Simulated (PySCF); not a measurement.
SMILES Cc1ccc(O)cc1 (GFN2-xTB optimised geometry):

```
16

C     -1.440    -2.470     0.010
C     -0.682    -1.176     0.000
C     -1.340     0.045     0.001
C     -0.634     1.235     0.001
C      0.754     1.222     0.000
O      1.492     2.368    -0.001
C      1.425     0.003     0.000
C      0.709    -1.176     0.000
H     -1.077    -3.132    -0.775
H     -1.306    -2.980     0.964
H     -2.503    -2.300    -0.142
H     -2.420     0.072     0.001
H     -1.163     2.180     0.001
H      0.903     3.132    -0.001
H      2.503     0.004    -0.001
H      1.239    -2.118    -0.001
```

Method: PBE0/def2-TZVP in PySCF.

### Question
What are the frontier orbital energies and the dipole moment?

### Answer
HOMO-2 -9.36 eV, HOMO-1 -7.30 eV, HOMO -6.25 eV, LUMO -0.20 eV, LUMO+1 0.34 eV; dipole moment 1.31 D.

Meta-Löwdin charges at PBE0/def2-TZVP: C1 -0.35, C2 0.00, C3 -0.13, C4 -0.19, C5 0.22, O6 -0.47, C7 -0.16, C8 -0.12, H9 0.12, H10 0.13, H11 0.12, H12 0.12, H13 0.11, H14 0.35, H15 0.13, H16 0.12.
